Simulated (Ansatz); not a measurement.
A structure relaxed at PBE-D4/def2-TZVP in Ansatz, charge 0, doublet:

```xyz
3

Ag    0.000    0.000    0.000
F    -1.293   -1.373    0.446
F     1.293    1.373   -0.446
```

Task: Give its formula and point group.

Result: the cluster AgF2 (the lowest doublet isomer of a short search). Point group D∞h (tolerance 0.1 Å).

Task: Summarise the bond lengths by kind (pairs closer than 1.2 times the sum of covalent radii, bridged metal pairs left out).

Result: 2 × Ag–F 1.94 Å. The metal has 2 neighbours: F 1.94 Å, F 1.94 Å.

In the def2 sets Ag takes a core potential; there is no spin–orbit coupling. The gap within one spin of the charge 0 doublet nearly closes, so an electron or hole may be smeared out by delocalisation error. The structure comes from a short search, and lower isomers may exist.
